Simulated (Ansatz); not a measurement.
Calculated with Ansatz (gas phase, PBE0-D4/def2-TZVP geometries, no zero-point term in ΔE). CBS: MP2 limit from def2 TZ/QZ plus the TZ coupled-cluster correction, frozen cores. This one scheme is used for every species. DFT in def2-TZVPP. B3LYP here is the variant with VWN-RPA as its local correlation; programs differ in this. Elements past krypton have def2 core potentials. For In outer-core shells are correlated without core-valence functions, which leaves a few kJ/mol of doubt a bond. Each species was taken in one conformer, which may not be the lowest.

`[OH][In]([F])[F]` + H₂S → `[F][In]([F])[SH]` + H₂O  (ligand exchange at the In–O bond)

| level | ΔE (kJ/mol) |
| --- | --- |
| B97M-V | -71.0 |
| r2SCANh-D4 | -76.8 |
| B3LYP | -71.0 |
| r2SCANh | -76.4 |
| CCSD/def2-SVP | -66.4 |
| HF/def2-TZVPP | -74.9 |
| HF/CBS(def2) | -73.7 |
| CCSD/CBS(def2) | -74.7 |

Problem. What does CCSD(T)/CBS give? (Estimate.)

Solution. Computed: -74.0 kJ/mol. The listed levels differ from it by 3.0, -2.8, 3.0, -2.4, 7.6, -0.9, 0.3, -0.7 kJ/mol.

Largest T1 diagnostic among the species: 0.018.

From r2SCAN to r2SCAN0 (25 % exact exchange), in def2-TZVPP and without D4, ΔE moves by −6.3 kJ/mol. Leaving LDA and LC-ωPBE aside and taking each functional with its dispersion term where it has one, the values, not all of them listed here, spread over 13.5 kJ/mol, from HSE06-D4 to BLYP-D4. LDA lies −5.4 kJ/mol from PBE without D4.
